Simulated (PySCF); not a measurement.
Species: C₅H₉NO.
Z-matrix (Å and degrees, PBE0-D3(BJ)/def2-SVP geometry), rows numbered from 1:
```
C 
N   1  1.4340
C   2  1.2641  1  118.76
C   3  1.4881  2  122.64  1  -179.95
C   4  1.5421  3  116.82  2  -131.12
O   5  1.4215  4   92.51  3  -118.66
C   6  1.4220  5   91.90  4     2.09
H   1  1.1023  2  109.43  3  -121.78
H   1  1.1023  2  109.47  3   122.29
H   1  1.1089  2  114.23  3     0.23
H   3  1.1142  2  121.66  1     0.15
H   4  1.0978  3  108.94  2     0.80
H   5  1.1060  4  114.83  3    -2.44
H   5  1.1037  4  115.20  3   124.71
H   7  1.1061  4  114.84  3     2.30
H   7  1.1038  4  115.22  3  -124.83
```

Linear response at PBE0/def2-SVPD (PySCF, frozen core in the response, non-relativistic).

Static isotropic polarisability: 73.24 au (10.85 Å³), principal values 62.8, 63.3, 93.6 au.

(1) What is the polarisability at 1064 nm and at the sodium D line?

(2) What is the isotropic C6 coefficient between two such molecules, C6 = (3/π)∫α(iω)² dω?

(3) Which effective excitation energy ω̄ makes London's formula C6 = (3/4)α²ω̄ exact here?

(4) What molar refraction at the D line follows from R = (4π/3)·N_A·α′, with α′ the polarisability volume?

(5) What three-body coefficient follows from the one-pole estimate C9 = (3/4)·α·C6?

(6) What does −C6/R⁶ come to at R = 10 Å between centres?

(7) How anisotropic is the static polarisability, by Δα² = ½[(α1 − α2)² + (α2 − α3)² + (α3 − α1)²]?

## Answers

(1) 73.87 au at 1064 nm (+0.9 %), 75.37 au at 589.3 nm (+2.9 %). The rise at 589.3 nm is 3.38 times that at 1064 nm; a pure ω² law gives 3.26. The lowest singlet lies at 245 nm, shorter than both wavelengths.

(2) 2270 au (Eh·bohr⁶) by a ten-point quadrature over imaginary frequencies, which is 1360 eV·Å⁶ or 131 J·nm⁶/mol.

(3) ω̄ = 4·C6/(3α²) = 0.564 Eh = 15.4 eV. A one-pole form α(ω) = α/(1 − ω²/ω̄²) fitted to the 1064 nm value gives 12.6 eV.

(4) α′ = 11.17 Å³ gives R = 28.18 cm³/mol, for isolated, non-vibrating species.

(5) 125000 au. This is an estimate from the two numbers above, not a computed integral.

(6) -130 J/mol. This is the leading, orientation-averaged term; C8 and higher terms are left out.

(7) Δα = 30.5 au, or 0.42 of the isotropic value.

The run took about 50 s of CPU time (one thread, shared machine). This is the whole response run at PBE0/def2-SVPD, SCF included.

One conformer stands for the species.
